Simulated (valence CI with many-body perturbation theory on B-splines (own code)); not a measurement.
Er XXXVI: calculated level list

Level of theory: valence CI with perturbative core correlation (CI+MBPT): five valence electrons over a frozen Dirac-Fock core [Ar] 3d10, radial functions for each j: 9 s, 9 p, 8 d, 6 f, 3 g, 1 h, with the one-electron correlation potential Σ1, the two-electron term Σ2, the three-electron term Σ3, Breit, model QED; selected CI, second order for the rest (own B-spline code, finite nucleus).

No measured spectrum was set against this ion. As an estimate, large intervals hold to a few tenths of a per cent, small ones and those within an open d or f shell to about a per cent. Among the levels kept, up to 300 cm⁻¹ of a level comes from second order outside the variational space, and about a tenth of that is noise between levels of different J, which matters for small intervals.

Levels 46 to 52 of 52, with energies above the lowest level, (4s^2 4p1/2^2 4p3/2) J=3/2. "Leading %" is the weight of the configuration and term that name the level; weights of strongly mixed levels are sums over their largest components and can fall short. In the jj column 3d3/2^4 stands for four electrons in 3d with j = 3/2. Lifetimes count E1, E2, E3, M1 and M2 decay at the calculated energies, and are blank where another channel may lead or the interval is too uncertain; long ones can be off by a factor of two.

```
No.  Configuration  Term    J  E (eV)  Leading %                     Leading jj  Lifetime
 46     4s2 4p2 4d    2D  3/2  282.53         45      4s^2 4p3/2^2 4d5/2 (87 %)   1.71 ps
 47            4p5   2P°  3/2  285.93         38  4s 4p1/2^2 4p3/2 4d5/2 (50 %)   8.42 ps
 48         4s 4p4    2S  1/2  286.13         22              4s 4p3/2^4 (56 %)   1.11 ps
 49     4s2 4p2 4d    2D  5/2  286.16         52      4s^2 4p3/2^2 4d5/2 (87 %)   1.27 ps
 50      4s 4p3 4d   4D°  1/2  286.92         52  4s 4p1/2^2 4p3/2 4d3/2 (89 %)   3.67 ps
 51      4s 4p3 4d   4D°  5/2  287.25         32  4s 4p1/2^2 4p3/2 4d5/2 (90 %)   6.79 ps
 52      4s 4p3 4d   4D°  7/2  291.57         16  4s 4p1/2^2 4p3/2 4d5/2 (64 %)   4.60 ps
```
